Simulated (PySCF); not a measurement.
C4H13AlO3Si, SMILES C[Si](C)(O)C[CH2][Al]([OH])[OH] (GFN2-xTB optimised geometry):

```
22

Si    -0.192     0.288     0.000
C     -0.867     2.071     0.000
C     -0.624    -0.617     1.613
O      1.448     0.288     0.000
C     -0.859    -0.633    -1.538
C     -0.334    -2.068    -1.622
Al    -0.841    -3.010    -3.323
O     -1.629    -2.147    -4.486
O     -0.419    -4.597    -3.461
H     -0.431     2.648     0.809
H     -0.642     2.588    -0.929
H     -1.944     2.093     0.129
H     -0.123    -1.578     1.666
H     -0.313    -0.040     2.478
H     -1.692    -0.791     1.697
H      1.944     0.691    -0.708
H     -1.948    -0.650    -1.534
H     -0.576    -0.093    -2.444
H      0.754    -2.072    -1.524
H     -0.698    -2.648    -0.771
H     -2.094    -1.642    -5.136
H     -0.189    -5.509    -3.554
```

Computed with B3LYP/def2-SVP in PySCF.

Problem. What are the frontier orbital energies and the dipole moment?

Solution. HOMO-2 -7.98 eV, HOMO-1 -7.63 eV, HOMO -6.29 eV, LUMO 0.11 eV, LUMO+1 0.81 eV; dipole moment 2.16 D.

On the same geometry PBE/def2-SVP in PySCF gives HOMO-2 -6.55 eV, HOMO-1 -6.43 eV, HOMO -5.27 eV, LUMO -0.43 eV, LUMO+1 0.24 eV; dipole moment 2.04 D.

Meta-Löwdin charges at B3LYP/def2-SVP: Si1 1.10, C2 -0.56, C3 -0.55, O4 -0.72, C5 -0.41, C6 -0.45, Al7 1.04, O8 -0.73, O9 -0.73, H10 0.10, H11 0.10, H12 0.11, H13 0.11, H14 0.11, H15 0.10, H16 0.32, H17 0.09, H18 0.08, H19 0.09, H20 0.09, H21 0.34, H22 0.34.
